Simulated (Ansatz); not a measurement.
A geometry relaxed with PBE-D3(BJ)/def2-TZVP (Ansatz, a first-principles code), charge 0, multiplicity 1:

```xyz
7

H     -1.7288    -1.2601     0.1626
H     -0.0084     1.2494     1.4568
O      1.5106    -0.7228    -0.2398
Sn    -0.0157     0.5537    -0.1231
H      0.0637     1.5891    -1.4775
H      1.8628    -0.9247     0.6432
O     -1.6843    -0.4846    -0.4221
```

Q: Write the SMILES of this molecule.

A: `[OH][SnH2][OH]`
